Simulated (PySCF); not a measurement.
# Partial charges of `C=CC[Si@H](Cl)N=C`

C4H8ClNSi.
Z-matrix (Å and degrees, GFN2-xTB geometry), rows numbered from 1:
```
C 
C   1  1.3206
C   2  1.4873  1  124.59
Si  3  1.9087  2  111.90  1   109.95
Cl  4  2.0184  3  109.95  2  -171.96
N   4  1.7196  3  104.40  2    77.69
C   6  1.2473  4  137.13  3  -118.05
H   1  1.0778  2  121.53  3     1.37
H   1  1.0763  2  122.20  3  -179.06
H   2  1.0827  1  120.15  3   178.67
H   3  1.0903  2  109.89  1   -11.72
H   3  1.0919  2  109.50  1  -129.86
H   4  1.4632  3  111.47  2   -52.22
H   7  1.0927  6  124.87  4    -1.40
H   7  1.0872  6  119.01  4   178.66
```

Density: PBE0/pcSseg-1 (PySCF); schemes: Mulliken, IAO, Hirshfeld and ESP-fitted. One conformer (not necessarily the lowest) at the GFN2-xTB geometry, without solvent, vibrations or thermal averaging.

Q: Give the atomic charges in each scheme.

A: In e:

```
atom                  environment  Mulliken     IAO  Hirshfeld  ESP-fitted
  C1         terminal =CH2 carbon    -0.151  -0.332     -0.111      -0.609
  C2             alkene CH carbon    -0.268  -0.127     -0.040      +0.091
  C3  sp3 carbon bound to silicon    -0.470  -0.556     -0.160      -0.410
 Si4       chlorine-bound silicon    +0.913  +1.055     +0.387      +0.530
 Cl5       silicon-bound chlorine    -0.322  -0.313     -0.130      -0.203
  N6                 C=N nitrogen    -0.557  -0.531     -0.231      -0.504
  C7                   C=N carbon    +0.073  -0.063     +0.040      +0.267
  H8             vinylic hydrogen    +0.108  +0.143     +0.043      +0.237
  H9             vinylic hydrogen    +0.116  +0.151     +0.044      +0.207
 H10             vinylic hydrogen    +0.110  +0.141     +0.042      +0.110
 H11           methylene hydrogen    +0.147  +0.155     +0.044      +0.149
 H12           methylene hydrogen    +0.169  +0.169     +0.049      +0.140
 H13                Si–H hydrogen    -0.088  -0.152     -0.081      -0.071
 H14     hydrogen on a C=N carbon    +0.101  +0.113     +0.049      +0.036
 H15     hydrogen on a C=N carbon    +0.121  +0.146     +0.054      +0.030
```

Mean size of the charges over all atoms: IAO 0.276 e, Mulliken 0.248 e, ESP-fitted 0.240 e, Hirshfeld 0.100 e. Each set sums to the total charge, 0, to within 0.001 e. The IAO scheme projects the occupied orbitals on a minimal set of polarised atomic orbitals and counts the electrons in each atom's part of it.

Lowest charge. The schemes don't all agree: Mulliken N6 (-0.557); IAO C3 (-0.556); Hirshfeld N6 (-0.231); ESP-fitted C1 (-0.609).

Highest charge. All schemes agree: Mulliken Si4 (+0.913); IAO Si4 (+1.055); Hirshfeld Si4 (+0.387); ESP-fitted Si4 (+0.530).

Q: How closely do the schemes follow one another over all atoms?

A: Correlation coefficient and root-mean-square difference: IAO with Hirshfeld 0.98, 0.241 e; Mulliken with Hirshfeld 0.98, 0.203 e; Mulliken with IAO 0.98, 0.085 e; Hirshfeld with ESP-fitted 0.86, 0.195 e; IAO with ESP-fitted 0.85, 0.197 e; Mulliken with ESP-fitted 0.81, 0.197 e.

Q: How many electrons does the IAO scheme count on C3?

A: Z − q = 6 − (-0.556) = 6.556.
